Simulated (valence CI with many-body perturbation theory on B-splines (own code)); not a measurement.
**E1 transitions of N III**

Method: relativistic CI+MBPT: three valence electrons over a frozen Dirac-Fock core [He], radial functions for each j: 11 s, 11 p, 9 d, 7 f, 5 g, 2 h, 1 i, with the one-electron correlation potential Σ1 (screened to all orders), the two-electron term Σ2, the three-electron term Σ3, Breit, model QED; selected single and double excitations, second order for the rest, scaled by the run's own slope (own B-spline code, finite nucleus).

Against 59 measured levels this calculation errs by 57 cm⁻¹ on average and by 133 at most. These come from a selection out of Moore, Selected Tables of Atomic Spectra, NSRDS-NBS 3, section 5. Levels without a partner in it may be off by more.

Lines 51 to 100 of 294 in falling wavelength, among levels below 341964 cm⁻¹, chosen from the strongest by gf and those to the six lowest levels. Wavelengths and rates use the calculated energies, so an error of 60 cm⁻¹ moves a line at 4859 Å by 0.29 % and its rate by three times that or more. Electric multipoles are in the length gauge, E1 and E2 with the static RPA response of the core. Weak lines are less certain than strong ones. Lines between different terms over intervals too small for the method are left out, as are lines whose strength nearly cancels. Where a level lies close to another of its J and parity, the split of strength between their lines is uncertain. The highest levels of a list are the least certain.

```tsv
λ vac (Å)	λ from measured levels	Upper	Lower	A (s⁻¹)	S (a.u.) with core polarisation	S without
4859	4860	2s 2p 3d 4F°_5/2	2s 2p 3p 4D_3/2	4.62e+07	1.57e+01	1.57e+01
4859		2s 2p 3d 4F°_3/2	2s 2p 3p 4D_1/2	4.30e+07	9.74e+00	9.74e+00
4640	4643	2s2 3d 2D_3/2	2s2 3p 2P°_3/2	1.18e+07	2.33e+00	2.33e+00
4639	4642	2s2 3d 2D_5/2	2s2 3p 2P°_3/2	7.09e+07	2.09e+01	2.09e+01
4634	4617	2s2 5d 2D_3/2	2s2 4f 2F°_5/2	6.87e+06	1.35e+00	1.35e+00
4633	4617	2s2 5d 2D_5/2	2s2 4f 2F°_7/2	6.53e+06	1.92e+00	1.92e+00
4633	4635	2s2 3d 2D_3/2	2s2 3p 2P°_1/2	5.93e+07	1.16e+01	1.16e+01
4550	4548	2s 2p 3d 4P°_5/2	2s 2p 3p 4S_3/2	5.36e+07	1.50e+01	1.50e+01
4542	4546	2s2 5s 2S_1/2	2s2 4p 2P°_3/2	1.19e+08	1.10e+01	1.10e+01
4539	4546	2s 2p 3d 2F°_5/2	2s2 4d 2D_3/2	1.37e+07	3.80e+00	3.80e+00
4539	4536	2s 2p 3d 4P°_3/2	2s 2p 3p 4S_3/2	5.27e+07	9.72e+00	9.72e+00
4537	4541	2s2 5s 2S_1/2	2s2 4p 2P°_1/2	5.94e+07	5.47e+00	5.47e+00
4535	4536	2s 2p 3p 4D_5/2	2s 2p 3s 4P°_5/2	1.95e+07	5.38e+00	5.38e+00
4532	4532	2s 2p 3p 4D_1/2	2s 2p 3s 4P°_3/2	1.08e+07	9.90e-01	9.91e-01
4532	4529	2s 2p 3d 4P°_1/2	2s 2p 3p 4S_3/2	5.22e+07	4.79e+00	4.79e+00
4524	4525	2s 2p 3p 4D_3/2	2s 2p 3s 4P°_3/2	3.51e+07	6.41e+00	6.41e+00
4523	4530	2s 2p 3d 2F°_7/2	2s2 4d 2D_5/2	1.35e+07	4.93e+00	4.93e+00
4519	4519	2s 2p 3p 4D_1/2	2s 2p 3s 4P°_1/2	5.53e+07	5.04e+00	5.04e+00
4515	4516	2s 2p 3p 4D_7/2	2s 2p 3s 4P°_5/2	6.70e+07	2.44e+01	2.44e+01
4512	4512	2s 2p 3p 4D_5/2	2s 2p 3s 4P°_3/2	4.74e+07	1.29e+01	1.29e+01
4511	4512	2s 2p 3p 4D_3/2	2s 2p 3s 4P°_1/2	2.82e+07	5.10e+00	5.10e+00
4355	4352	2s 2p 3d 4D°_5/2	2s 2p 3p 4D_7/2	3.85e+06	9.41e-01	9.40e-01
4350	4347	2s 2p 3d 4D°_7/2	2s 2p 3p 4D_7/2	1.87e+07	6.07e+00	6.06e+00
4341	4338	2s 2p 3d 4D°_3/2	2s 2p 3p 4D_5/2	7.21e+06	1.16e+00	1.16e+00
4337	4334	2s 2p 3d 4D°_5/2	2s 2p 3p 4D_5/2	1.29e+07	3.11e+00	3.11e+00
4332	4329	2s 2p 3d 4D°_1/2	2s 2p 3p 4D_3/2	1.03e+07	8.27e-01	8.26e-01
4332	4329	2s 2p 3d 4D°_7/2	2s 2p 3p 4D_5/2	2.55e+06	8.17e-01	8.16e-01
4329	4327	2s 2p 3d 4D°_3/2	2s 2p 3p 4D_3/2	8.85e+06	1.42e+00	1.42e+00
4325	4323	2s 2p 3d 4D°_5/2	2s 2p 3p 4D_3/2	4.42e+06	1.06e+00	1.06e+00
4325	4322	2s 2p 3d 4D°_1/2	2s 2p 3p 4D_1/2	1.05e+07	8.42e-01	8.42e-01
4322	4320	2s 2p 3d 4D°_3/2	2s 2p 3p 4D_1/2	4.93e+06	7.85e-01	7.85e-01
4215	4217	2s 2p 3p 2D_3/2	2s 2p 3s 2P°_3/2	1.85e+07	2.74e+00	2.74e+00
4200	4201	2s 2p 3p 2D_5/2	2s 2p 3s 2P°_3/2	1.11e+08	2.42e+01	2.42e+01
4195	4197	2s 2p 3p 2D_3/2	2s 2p 3s 2P°_1/2	9.21e+07	1.34e+01	1.34e+01
4106	4105	2s2 3p 2P°_1/2	2s2 3s 2S_1/2	8.52e+07	5.82e+00	5.82e+00
4100	4099	2s2 3p 2P°_3/2	2s2 3s 2S_1/2	8.56e+07	1.16e+01	1.16e+01
3943		2s 2p 3d 2D°_3/2	2s 2p 3p 2P_3/2	1.40e+07	1.69e+00	1.69e+00
3938		2s 2p 3d 2D°_5/2	2s 2p 3p 2P_3/2	8.77e+07	1.59e+01	1.59e+01
3934		2s 2p 3d 2D°_3/2	2s 2p 3p 2P_1/2	7.33e+07	8.81e+00	8.81e+00
3795	3794	2s 2p 3d 4P°_5/2	2s 2p 3p 4D_7/2	1.02e+07	1.65e+00	1.65e+00
3774	3772	2s 2p 3d 4P°_3/2	2s 2p 3p 4D_5/2	8.11e+06	8.60e-01	8.62e-01
3771	3772	2s 2p 3p 4S_3/2	2s 2p 3s 4P°_5/2	5.21e+07	5.52e+00	5.52e+00
3755	3756	2s 2p 3p 4S_3/2	2s 2p 3s 4P°_3/2	3.77e+07	3.94e+00	3.94e+00
3746	3747	2s 2p 3p 4S_3/2	2s 2p 3s 4P°_1/2	1.98e+07	2.05e+00	2.05e+00
3378	3375	2s 2p 3p 4P_3/2	2s 2p 3s 4P°_5/2	8.23e+07	6.26e+00	6.26e+00
3371	3368	2s 2p 3p 4P_5/2	2s 2p 3s 4P°_5/2	1.24e+08	1.41e+01	1.41e+01
3370		2s 2p 3p 4P_1/2	2s 2p 3s 4P°_3/2	1.48e+08	5.57e+00	5.57e+00
3365	3362	2s 2p 3p 4P_3/2	2s 2p 3s 4P°_3/2	2.27e+07	1.71e+00	1.71e+00
3362		2s 2p 3p 4P_1/2	2s 2p 3s 4P°_1/2	2.93e+07	1.10e+00	1.10e+00
3358	3355	2s 2p 3p 4P_5/2	2s 2p 3s 4P°_3/2	5.26e+07	5.90e+00	5.90e+00
```
